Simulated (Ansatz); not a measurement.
```yaml
crystal:
  periodic: [false, false, false]
  atoms:
    - {symbol: As, position_ang: [-1.362307, -1.366398, 1.071148]}
    - {symbol: As, position_ang: [1.572419, -1.567625, -1.336326]}
    - {symbol: As, position_ang: [-1.569889, 1.567699, -1.343221]}
    - {symbol: As, position_ang: [1.359628, 1.366900, 1.073659]}
    - {symbol: Al, position_ang: [-3.095384, -0.144689, -0.246923]}
    - {symbol: Al, position_ang: [-0.125472, -3.101634, -0.230096]}
    - {symbol: Al, position_ang: [-0.005603, 0.003008, 2.698263]}
    - {symbol: Al, position_ang: [3.097741, 0.140416, -0.233480]}
    - {symbol: Al, position_ang: [0.129715, 3.099964, -0.236915]}
    - {symbol: H, position_ang: [-2.231854, -2.233341, 1.987028]}
    - {symbol: H, position_ang: [0.845505, -0.847140, -2.471692]}
    - {symbol: H, position_ang: [2.445065, -2.435266, -2.245087]}
    - {symbol: H, position_ang: [-2.444128, 2.438292, -2.247647]}
    - {symbol: H, position_ang: [-0.844326, 0.852111, -2.482543]}
    - {symbol: H, position_ang: [2.225117, 2.235906, 1.991413]}
    - {symbol: H, position_ang: [-3.739099, -1.042481, -1.422204]}
    - {symbol: H, position_ang: [-4.072344, 0.722823, 0.697549]}
    - {symbol: H, position_ang: [-1.017070, -3.763376, -1.400046]}
    - {symbol: H, position_ang: [0.750318, -4.062419, 0.723130]}
    - {symbol: H, position_ang: [0.975904, -0.975772, 3.523501]}
    - {symbol: H, position_ang: [-0.991410, 0.984560, 3.514958]}
    - {symbol: H, position_ang: [4.066942, -0.729592, 0.716581]}
    - {symbol: H, position_ang: [3.750476, 1.036373, -1.405148]}
    - {symbol: H, position_ang: [-0.745472, 4.066293, 0.711287]}
    - {symbol: H, position_ang: [1.025527, 3.755398, -1.407221]}
basis:
  gaussian: {orbitals: "6-31G*", fitting: {mean_field: cc-pVTZ-jkfit}}
total_charge: -1
hamiltonian: {xc: {name: wB97X-V}}
scf: {omitted_lower_state_checks: [starts]}
output: {forces: true}
```

```sh
$ ansatz run in.yaml --threads 2 --pin off --events-out ev --progress --plain --max-ram 32768MiB --backend cuda --devices 0, --max-vram 18GiB
```

Output, abridged:

```
Functional definition: wB97X-V
1913 factors; integrals over basis functions are off by at most 9.7e-2 eV
1913 factors; integrals over basis functions are off by at most 4.1e-7 eV
mean field evaluation 1: about -276554.8881 eV, gradient 2.7e1 eV
mean field evaluation 2: about -276557.0547 eV, gradient 1.8e1 eV
mean field evaluation 4: about -276557.5295 eV, gradient 7.9e-1 eV
mean field evaluation 8: about -276557.5317 eV, gradient 2.7e-2 eV
mean field -276557.53171986 eV, -10163.3018332772 hartree, gradient 3.7e-5 eV, S^2 0.000000; 0 other end points of the search recorded, 0 dependent functions left out
reference -276557.53171514 eV, -10163.3018331035 hartree; 107, 107 occupied and 160, 160 virtual orbitals, 1913 factors
Total energy: -276557.53171514 eV, -10163.3018331035 hartree
Atom 0 at    -1.362307    -1.366398     1.071148 Å, force    -0.199899    -0.201171     0.133000 eV/Å
Atom 1 at     1.572419    -1.567625    -1.336326 Å, force     0.070348    -0.070559    -0.421806 eV/Å
Atom 2 at    -1.569889     1.567699    -1.343221 Å, force    -0.070057     0.072110    -0.423064 eV/Å
Atom 3 at     1.359628     1.366900     1.073659 Å, force     0.199414     0.200753     0.133844 eV/Å
Atom 4 at    -3.095384    -0.144689    -0.246923 Å, force     0.049700     0.004898     0.040688 eV/Å
Atom 5 at    -0.125472    -3.101634    -0.230096 Å, force     0.003944     0.050986     0.040615 eV/Å
Atom 6 at    -0.005603     0.003008     2.698263 Å, force     0.000694    -0.000549    -0.072314 eV/Å
Atom 7 at     3.097741     0.140416    -0.233480 Å, force    -0.050582    -0.004348     0.040112 eV/Å
Atom 8 at     0.129715     3.099964    -0.236915 Å, force    -0.004451    -0.050158     0.041376 eV/Å
Atom 9 at    -2.231854    -2.233341     1.987028 Å, force     0.148228     0.147289    -0.148763 eV/Å
Atom 10 at     0.845505    -0.847140    -2.471692 Å, force     0.142327    -0.140330     0.217412 eV/Å
Atom 11 at     2.445065    -2.435266    -2.245087 Å, force    -0.159484     0.158249     0.187258 eV/Å
Atom 12 at    -2.444128     2.438292    -2.247647 Å, force     0.159803    -0.158512     0.186751 eV/Å
Atom 13 at    -0.844326     0.852111    -2.482543 Å, force    -0.142271     0.138313     0.218263 eV/Å
Atom 14 at     2.225117     2.235906     1.991413 Å, force    -0.147131    -0.147707    -0.149123 eV/Å
Atom 15 at    -3.739099    -1.042481    -1.422204 Å, force     0.046965     0.067337     0.089995 eV/Å
Atom 16 at    -4.072344     0.722823     0.697549 Å, force     0.058319    -0.077606    -0.070693 eV/Å
Atom 17 at    -1.017070    -3.763376    -1.400046 Å, force     0.066784     0.048207     0.089462 eV/Å
Atom 18 at     0.750318    -4.062419     0.723130 Å, force    -0.078362     0.055993    -0.070956 eV/Å
Atom 19 at     0.975904    -0.975772     3.523501 Å, force    -0.073048     0.072948    -0.050235 eV/Å
Atom 20 at    -0.991410     0.984560     3.514958 Å, force     0.072765    -0.072657    -0.049455 eV/Å
Atom 21 at     4.066942    -0.729592     0.716581 Å, force    -0.057282     0.077981    -0.070628 eV/Å
Atom 22 at     3.750476     1.036373    -1.405148 Å, force    -0.047523    -0.067101     0.089478 eV/Å
Atom 23 at    -0.745472     4.066293     0.711287 Å, force     0.078187    -0.056611    -0.070643 eV/Å
Atom 24 at     1.025527     3.755398    -1.407221 Å, force    -0.067390    -0.047755     0.089427 eV/Å
Dipole moment:     0.000085     0.000441    -0.674353 e Å
Checks for a lower state left out: starts
```

Run time 28 s (2 threads of AMD EPYC 7R13 on a shared host and a share (18 GiB) of an NVIDIA H100 80GB HBM3), peak host memory 1.2 GiB.

The 6-31G sets use Cartesian d functions. The highest occupied level of an anion often lies above zero with these methods, and sets without diffuse functions describe the outer electron poorly.

The dipole of an ion depends on the origin.
